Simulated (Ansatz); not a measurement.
Reaction (ligand exchange at the Sn–Se bond): `[Cl][SnH]([Cl])[SeH]` + CH₃OH → `C[O][SnH]([Cl])[Cl]` + H₂Se

Program: Ansatz. Geometries: PBE0-D4/def2-TZVP. ΔE: electronic, gas phase. CCSD(T)/CBS is the MP2 limit (def2-TZVPP, def2-QZVPP) plus CCSD(T) − MP2 in def2-TZVPP, frozen cores. This one scheme is used for every species. DFT in def2-TZVPP. HSE06 is defined as in plane-wave codes. Elements past krypton have def2 core potentials. For Se, Sn outer-core shells are correlated without core-valence functions, which leaves a few kJ/mol of doubt a bond. Scalar relativity is left out up to krypton. Each species was taken in one conformer, which may not be the lowest.

`[Cl][SnH]([Cl])[SeH]`:

Z-matrix (Å, degrees):
```
Sn
Cl 1 2.312
Se 1 2.502 2 105.2
Cl 1 2.318 2 107.3 3 117.3
H 1 1.699 2 109.4 3 -126.8
H 3 1.471 1 90.6 2 177.4
```

CH₃OH:

```xyz
6

C     0.083   -0.307   -0.160
O     0.276    1.015    0.288
H     0.994   -0.605   -0.679
H    -0.754   -0.392   -0.864
H    -0.082   -1.009    0.667
H    -0.516    1.300    0.748
```

`C[O][SnH]([Cl])[Cl]`:

Cartesian coordinates in Å:
```
C -0.350 -0.883 -1.149
O 0.786 -0.275 -0.565
Sn 0.617 0.830 1.015
Cl -0.872 2.530 0.527
Cl -0.384 -0.446 2.662
H -1.084 -0.142 -1.485
H -0.006 -1.446 -2.020
H -0.841 -1.578 -0.460
H 2.134 1.410 1.475
```

H₂Se:

Cartesian coordinates in Å:
```
Se 0.396 -0.375 -0.413
H -0.374 -0.655 0.803
H -0.022 1.031 -0.390
```

Is it downhill or uphill in electronic energy at CCSD(T)/CBS, and by how much? (An estimate is asked.)

Ansatz gave: Uphill: ΔE = +51.4 kJ/mol.

What do these levels give: BLYP-D4, HSE06-D4, ωB97M-V, BLYP, r2SCAN, CAM-B3LYP, MP2/def2-SVP, CCSD/def2-SVP, CCSD(T)/def2-SVP, SCS-MP2/def2-TZVPP, MP2/def2-QZVPP, SCS-MP2/def2-QZVPP? (Estimate.)

The calculation gave: BLYP-D4 46.8, HSE06-D4 60.6, ωB97M-V 50.6, BLYP 48.6, r2SCAN 50.7, CAM-B3LYP 46.4, MP2/def2-SVP 42.9, CCSD/def2-SVP 43.6, CCSD(T)/def2-SVP 42.0, SCS-MP2/def2-TZVPP 46.7, MP2/def2-QZVPP 53.3, SCS-MP2/def2-QZVPP 49.2 kJ/mol.

Largest T1 diagnostic among the species: 0.013.

At CCSD(T), def2-SVP lies −9.4 kJ/mol from the extrapolated value and def2-TZVPP −5.6 kJ/mol. Leaving LDA and LC-ωPBE aside and taking each functional with its dispersion term where it has one, the values, not all of them listed here, spread over 18.7 kJ/mol, from B97M-V to HSE06-D4. LDA lies −3.0 kJ/mol from PBE without D4. From r2SCAN to r2SCAN0 (25 % exact exchange), in def2-TZVPP and without D4, ΔE moves by +6.6 kJ/mol.
